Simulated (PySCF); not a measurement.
H₄O₃Zr, multiplicity 1. Atoms are numbered in the order given.

```xyz
8

Zr     0.0000     0.0000    -0.1874
O     -1.6117     0.9305     0.3115
H     -2.3736     1.3704     0.6927
O      1.6117     0.9305     0.3115
H      2.3736     1.3704     0.6927
O      0.0000    -1.8611     0.3115
H      0.0000    -2.7408     0.6927
H      0.0000     0.0000    -2.0589
```

The structure is a stationary point at B3LYP-D3(BJ)/def2-SVP. The spin state was assumed, not searched. The structure was generated by enumeration; whether it is a known compound was not checked. The def2 effective core potentials stand for the cores of Zr; spin–orbit coupling is left out. The values are those of a single conformer.

Calculation: r2SCAN/def2-TZVPD (PySCF).

Symmetry labels are those of the subgroup Cs that the program uses (full group C3v).

Problem. List the valence orbital energies around the gap with their symmetry. (The exact figures need the calculation; the answer reports its results.)

Solution. 
```tsv
orbital	symmetry	energy (eV)
HOMO−7	A"	-12.51
HOMO−6	A'	-8.57
HOMO−5	A"	-8.57
HOMO−4	A'	-8.13
HOMO−3	A'	-8.11
HOMO−2	A"	-8.11
HOMO−1	A"	-7.70
HOMO	A'	-6.63
LUMO	A"	-0.96
LUMO+1	A'	-0.96
LUMO+2	A'	-0.27
LUMO+3	A'	-0.11
```
